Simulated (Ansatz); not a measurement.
Basis-set series for F3HSeTi (`[F][Ti]([F])([F])[SeH]`). The species carries charge 0 and has multiplicity 1. All single points use the PBE0-D4/def2-TZVP geometry. It is one conformer, not always the lowest.

```tsv
functional	basis	functions	energy (Eh)	HOMO (eV)	LUMO (eV)
PBE0-D4	def2-SVP	110	-3549.99975	-7.83	-3.23
PBE0-D4	def2-QZVPP	383	-3550.86858	-7.91	-3.16
ωB97M-V	def2-SVP	110	-3550.48992	-9.88	-0.93
ωB97M-V	def2-QZVPP	383	-3551.36111	-9.99	-0.90
```

Task: Give the rows for def2-TZVPP. (An estimate is asked.)

Result: Computed: 
| functional | basis | functions | energy (Eh) | HOMO (eV) | LUMO (eV) |
| --- | --- | --- | --- | --- | --- |
| PBE0-D4 | def2-TZVPP | 219 | -3550.78609 | -7.91 | -3.18 |
| ωB97M-V | def2-TZVPP | 219 | -3551.28246 | -9.99 | -0.91 |

Scalar relativity is left out up to krypton.
